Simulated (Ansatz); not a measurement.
Reaction (redistribution): `[F][Al]([SH])[O][SiH3]` + `C=C(C)[SiH3]` → `C=C([SiH3])[SiH3]` + `C[O][Al]([F])[SH]`

Calculated with Ansatz (gas phase, PBE0-D4/def2-TZVP geometries, no zero-point term in ΔE). CCSD(T)/CBS adds triple-zeta CCSD(T) − MP2 to the extrapolated MP2 energy (def2 sets, frozen cores). This one scheme is used for every species. Functionals use def2-TZVPP. B3LYP here is the variant with VWN-RPA as its local correlation; programs differ in this. Each species was taken in one conformer, which may not be the lowest.

**Question.** Is it downhill or uphill in electronic energy at CCSD(T)/CBS, and by how much? (Estimate.)

**Answer.** Ansatz gave: Uphill: ΔE = +1.81 eV.

**Question.** What do these levels give: PBE-D4, ωB97M-V, PBE, B3LYP, SCS-MP2/def2-TZVPP, CCSD/def2-TZVPP? (Estimate.)

**Answer.** Computed: PBE-D4 1.62, ωB97M-V 1.76, PBE 1.63, B3LYP 1.76, SCS-MP2/def2-TZVPP 1.83, CCSD/def2-TZVPP 1.81 eV.

Largest T1 diagnostic among the species: 0.012.

In def2-TZVPP, CCSD(T) changes the Hartree–Fock value by −0.11 eV (the triples alone add −0.03 eV) and MP2 by −0.05 eV. From PBE to PBE0 (25 % exact exchange), in def2-TZVPP and without D4, ΔE moves by +0.08 eV.
